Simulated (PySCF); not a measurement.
C₄H₄N, SMILES [nH]1cc[c]c1, multiplicity 2. Coordinates come from a PBE-D3(BJ)/def2-SVP optimisation. The isomer is the one that the SMILES or the coordinates give; other isomers of the formula were not compared.

The numbers are results of PBE-D3(BJ)/def2-SVP (PySCF 2.14.0), not measurements.

Harmonic wavenumbers (cm⁻¹): 473, 524, 619, 627, 710, 802, 823, 855, 1005, 1041, 1121, 1170, 1196, 1369, 1420, 1453, 1498, 3179, 3197, 3207, 3566. Rotational constants (GHz): 10.14, 8.816, 4.716; symmetry number 1.

**Question.** Work out the zero-point energy and the ideal-gas rigid-rotor harmonic-oscillator thermochemistry at 298.15 K and 1 atm.

**Answer.** ZPE = ½ Σ hcν = ½ × 29852 cm⁻¹ = 42.68 kcal/mol. H − E(el) = 45.81 kcal/mol. Entropy in cal/(mol K): translation 38.48, rotation 24.15, vibration 3.39, spin 1.38, total 67.40. G − E(el) = 25.72 kcal/mol. Cp = 16.84 cal/(mol K).
